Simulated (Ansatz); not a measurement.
Consider the ligand exchange at a B–O bond: `NB(Cl)O[SiH3]` + H₂S → `NB(S)Cl` + `O[SiH3]`.

Computed with Ansatz on PBE0-D4/def2-TZVP structures; ΔE is electronic, products minus reactants. CCSD(T)/CBS is the MP2 limit (def2-TZVPP, def2-QZVPP) plus CCSD(T) − MP2 in def2-TZVPP, frozen cores. This one scheme is used for every species. Functionals use def2-TZVPP. B3LYP here is the variant with VWN-RPA as its local correlation; programs differ in this. One conformer a species, not always the lowest.

| level | ΔE (kcal/mol) |
| --- | --- |
| PBE-QIDH | 13.2 |
| r2SCAN | 13.3 |
| B3LYP | 14.7 |
| CCSD(T)/def2-TZVPP | 14.4 |

**Question.** What does CCSD(T)/CBS give? (Best estimate.)

**Answer.** Ansatz gave: +13.9 kcal/mol. The listed levels differ from it by -0.7, -0.6, 0.8, 0.5 kcal/mol.

Largest T1 diagnostic among the species: 0.011.

In def2-TZVPP, CCSD(T) changes the Hartree–Fock value by −4.0 kcal/mol (the triples alone add −0.8 kcal/mol) and MP2 by −5.4 kcal/mol. From PBE to PBE0 (25 % exact exchange), in def2-TZVPP and without D4, ΔE moves by +1.2 kcal/mol. Leaving LDA and LC-ωPBE aside and taking each functional with its dispersion term where it has one, the values, not all of them listed here, spread over 5.4 kcal/mol, from revPBE-D4 to BHLYP-D4. LDA lies +1.7 kcal/mol from PBE without D4.
